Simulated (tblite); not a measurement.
Compound: C4H12O3Si2.
SMILES with atom numbers: `[CH3:1][O:2][C:3](=[O:4])[O:5][C@H:6]([SiH3:7])[CH2:8][SiH3:9]` (hydrogens: H10, H11, H12 on C1; H13 on C6; H14, H15, H16 on Si7; H17, H18 on C8; H19, H20, H21 on Si9)

The geometry is computed with GFN2-xTB (gas phase).

(1) What internal coordinates does the optimisation give?

Results:

(1) 
```tsv
bond	length (bohr)	order
C1–O2	2.685	single
O2–C3	2.529	single
C3=O4	2.267	double
C3–O5	2.498	single
O5–C6	2.737	single
C6–Si7	3.616	single
C6–C8	2.874	single
C8–Si9	3.606	single
C1–H10, C1–H11, C1–H12	2.060	single
C6–H13	2.070	single
Si7–H14, Si7–H15, Si7–H16	2.763	single
C8–H17	2.060	single
C8–H18	2.062	single
Si9–H19, Si9–H20, Si9–H21	2.766	single
```

Bonds in one row agree within 0.02 bohr and their mean is given. Orders are formal, as drawn. A selection of angles:
```tsv
angle	degrees
C1–O2–C3	115.5
O2–C3–O4	124.9
O2–C3–O5	108.4
O4–C3–O5	126.7
C3–O5–C6	117.4
O5–C6–Si7	105.4
O5–C6–C8	107.9
Si7–C6–C8	115.1
C6–C8–Si9	111.1
```

Dihedral angles: C1–O2–C3–O4 -2° (synperiplanar); O2–C3–O5–C6 -178° (antiperiplanar); C3–O5–C6–Si7 -108° (anticlinal); O5–C6–C8–Si9 -48° (synclinal).

Si7 (SiH3 silicon) is tetrahedral (angles from 107.1° to 111.2°). Of the pairs four or more bonds apart, O4···H13 is among the closest relative to their van der Waals radii: 2.24 Å, 82 % of the sum of Bondi's values. Si9 (SiH3 silicon) is tetrahedral (angles from 107.7° to 110.7°). The C–O distances run from 1.200 Å (C3=O4, drawn double) to 1.448 Å (O5–C6, drawn single), a spread of 0.248 Å.

Point group: C1 (no symmetry element, even within 0.4 Å). GFN2-xTB frequencies show an imaginary mode (21i cm⁻¹), so the point is no minimum at that level. 3 starts were optimised and ended at 0.00, 0.85 and 1.10 kcal/mol (GFN2-xTB); the lowest of these is shown.
